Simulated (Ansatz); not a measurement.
B₂W₂ (the lowest singlet isomer of a short search) was relaxed with PBE0-D4 (def2-TZVP) in Ansatz in these states: neutral quintet, neutral triplet. The geometries follow in no particular order.

In the def2 sets W takes a core potential; there is no spin–orbit coupling.

A:

```xyz
4

W     0.840   -0.042   -0.948
W    -0.263    0.671    1.043
B    -1.071    0.514   -0.778
B     0.493   -1.143    0.683
```

B:

```csv
atom,x (Å),y (Å),z (Å)
W1,-1.045,0.685,-0.217
W2,1.212,0.152,0.341
B3,-0.450,-0.547,1.300
B4,0.284,-0.290,-1.424
```

**Question.** Judge from the bond lengths which geometry belongs to which state (an estimate).

**Answer.** A is the neutral triplet (W2–B3 1.998 Å, W1–B4 1.998 Å, W2–B4 1.998 Å); B is the neutral quintet (W2–B3 2.043 Å, W1–B4 2.043 Å, W2–B4 2.043 Å).

At PBE0-D4/def2-TZVP the charge 0 triplet is spin-contaminated (final ⟨S²⟩ up to 2.17, 2.00 for a pure state). At PBE0-D4/def2-TZVP a broken-symmetry singlet lies 0.64 eV below the neutral triplet. At PBE0-D4/def2-TZVP a broken-symmetry singlet lies 1.16 eV below the neutral quintet. These are the stationary points nearest to one start from a short search; other shapes may lie lower in each state.
